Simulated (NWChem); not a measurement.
System: C₂H₇Al; SMILES [CH3][AlH][CH3]

The following NWChem deck was run.

```
start job
memory heap 200 mb stack 900 mb global 1100 mb
geometry units angstroms noautoz
  Al    -0.000000     0.000031     0.474883
  C     -1.729008     0.123083    -0.458565
  H     -2.395666    -0.717599    -0.165302
  H     -1.643021     0.116927    -1.564316
  H     -2.269841     1.049751    -0.165361
  C      1.729009    -0.123089    -0.458558
  H      2.395756     0.717489    -0.165203
  H      1.643034    -0.116822    -1.564310
  H      2.269736    -1.049848    -0.165441
  H      0.000002     0.000069     2.084522
end
basis spherical
  * library def2-svpd
end
dft
  xc xpbe96 cpbe96
  iterations 150
end
tddft
  cis
  nroots 6
  notriplet
end
task tddft energy
```

Structure relaxed at the PBE-D3(BJ)/def2-SVP level.

Vertical excitations in the gas phase.

Give the results of this calculation. (PBE/def2-SVPD, TDA.) Quantities: basis functions; lowest excitation, singlet (eV); oscillator strength of that lowest state; lowest state with f > 0.02, singlet (eV); oscillator strength of that bright state; orbital gap (eV).

The number of basis functions comes out as 120 and the lowest excitation, singlet (eV) is 4.98. The oscillator strength of that lowest state is 0.000. The lowest state with f > 0.02, singlet (eV) is 6.18 and the oscillator strength of that bright state is 0.086. The orbital gap (eV) comes out as 4.90.
